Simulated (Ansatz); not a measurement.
Total energies of [GaCl4]- (GaCl₄⁻) from Ansatz at PBE0-D4/def2-TZVPD, gas phase (1 Eh = 27.2114 eV = 2625.5 kJ/mol). The reference geometry is relaxed at PBE-D4/def2-SVPD.

```tsv
atom	x (Å)	y (Å)	z (Å)
Ga1	0.000	0.000	0.000
Cl2	1.693	1.166	0.872
Cl3	-0.917	-1.279	1.584
Cl4	0.761	-1.294	-1.653
Cl5	-1.537	1.407	-0.803
```

| state | geometry | energy (Eh) |
| --- | --- | --- |
| charge -1 singlet | reference | -3765.20945 |
| charge 0 doublet | reference | -3764.97555 |
| charge 0 doublet | relaxed at PBE-D4/def2-SVPD | -3764.97740 |

Problem. Work out the vertical ionisation energy to the doublet.

Solution. E(charge 0 doublet) − E(charge -1 singlet) = -3764.97555 − (-3765.20945) = 0.23390 Eh = 6.36 eV. For comparison, −ε of the highest occupied level is 4.59 eV at this level, 1.77 eV less.

Problem. How much does the charge 0 doublet relax, and what is the adiabatic ionisation energy?

Solution. Relaxation: -3764.97555 − (-3764.97740) = 0.00185 Eh = 0.05 eV. Adiabatic ionisation energy: 0.23205 Eh = 6.31 eV, without zero-point energy.
